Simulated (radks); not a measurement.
Charge is removed step by step from the 3d3/2 level of the vanadium ion V3+, starting from [Ar] 3d(3/2: 2, 5/2: 0). Method: Dirac Kohn-Sham, BLYP, spin-unpolarised, spherical densities, finite nucleus; Fermi nuclear charge, rms radius 3.6002 fm; computed with a radial shooting solver on a logarithmic mesh with Libxc functionals.

| removed (e) | E - E(0) (eV) | eigenvalue (eV) | E minus straight line (eV) |
|---|---|---|---|
| 0 | 0.000 | -36.972 | 0.000 |
| 0.25 | 9.781 | -41.304 | -1.691 |
| 0.5 | 20.665 | -45.791 | -2.280 |
| 0.75 | 32.689 | -50.426 | -1.728 |
| 1 | 45.890 | -55.203 | 0.000 |

Removing the whole electron costs 45.890 eV by Delta-SCF, against 36.972 eV from minus the eigenvalue at the starting occupation. Slater's transition state (half an electron removed) gives 45.791 eV. Integrating minus the eigenvalue over the occupation (Janak's theorem) gives 45.890 eV. The mean slope of the eigenvalue, de/dn, is 18.2 eV per electron. Ionisation energy of V3+ in the NIST Atomic Spectra Database: 46.709 eV (measured).

Beside tabulated values, note that spin-unpolarised runs miss the spin-polarisation part of the exchange energy of open shells.
